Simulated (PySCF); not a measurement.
**Ir: excitation energy**

Ir [Xe] 4f14 5d7 6s2 (4F) → Ir [Xe] 4f14 5d8 6s1 (4F), as a difference of total energies. All numbers are calculated (PySCF 2.14, a scalar-relativistic core potential, in def2-TZVPPD with the def2 core potential (60 electrons)). Correlated levels: valence and next inner shell: nothing frozen outside the core potential. The calculations carry no spin-orbit coupling.

```tsv
method	excitation energy (eV)
UHF	0.180
MP2 (valence and next inner shell)	0.098
SCS-MP2 (valence and next inner shell)	0.200
CCSD (valence and next inner shell)	0.161
CCSD(T) (valence and next inner shell)	0.172
```

Errors of the correlated levels include the incompleteness of this basis.

For comparison: 0.138 eV (measured; NIST levels, between the centres of gravity of the two terms).
